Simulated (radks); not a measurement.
Results of a calculation; reference values are marked as such.
Problem. Coherent X-ray form factor from a spherical all-electron density. Code: a radial shooting solver on a logarithmic mesh with Libxc functionals. Model: Dirac Kohn-Sham, LDA (Slater exchange, VWN5 correlation), spin-unpolarised, spherical densities, point nucleus.

sin(theta)/lambda (1/angstrom),f0 (electrons)
0.05,27.383
0.1,25.848
0.15,23.962
0.2,22.069
0.25,20.270
0.3,18.576
0.4,15.516
0.5,12.957
0.6,10.943
0.8,8.339
1,6.959
1.25,5.938
1.5,5.120
2,3.640

The species is in the configuration that NIST lists as its ground one. Which atom or ion scatters so?

Solution. Neutral nickel, [Ar] 3d8 4s2. Extrapolating in s^2 from the first two rows gives f0(0) = 27.9, near the electron count 28; among species with that count, the fall with angle is slower the higher Z, and the table is that of Z = 28; from so few rows the species is fixed only to a neighbour or two.
